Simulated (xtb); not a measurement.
C₂H₂N, SMILES [CH2-]C#N, charge -1. All values are semi-empirical tight-binding results from xtb (GFN2-xTB unless named), good for trends rather than for accurate numbers. Geometry optimised at GFN2-xTB.

Optimised geometry:

Bonded distances (Å): C1–C2 1.349, C1–H4 1.090, C1–H5 1.090, C2–N3 1.179. Bond angles (°): C2–C1–H4 118.8, C2–C1–H5 118.8, H4–C1–H5 114.9, C1–C2–N3 174.1.
Charge -1, spin multiplicity 1.

```yaml
point_group_as_xtb_finds_it: Cs
orbital_gap: 3.71 eV
zero_point_energy: 18.5 kcal/mol
G − E(el) at 298.15 K (modified RRHO): 3.6 kcal/mol
static polarisability (D4 model): 34.7 bohr³
solvation energy, GFN2-xTB/ALPB(water): -67.5 kcal/mol
solvation energy, GFN2-xTB/ALPB(acetone): -55.3 kcal/mol
```

Question: Give the IR lines (harmonic; lines under 4 % of the strongest left out, lines within 3 cm⁻¹ merged). (The exact figures need the calculation; the answer reports its results.)

Answer: ν (cm⁻¹): 367 (m), 2278 (vs), 2895 (m), 2917 (m) (against the strongest line: vs over 80 %, s over 45 %, m over 15 %, w over 4 %, vw less)

Question: Give the atomic charges and the Wiberg bond orders between heavy atoms. (An estimate is asked for; the answer gives what the named calculation found.)

Answer: charges (e) C1 -0.26, C2 0.05, N3 -0.57, H4 -0.11, H5 -0.11. Bond orders C1–C2 1.46, C2–N3 2.47.
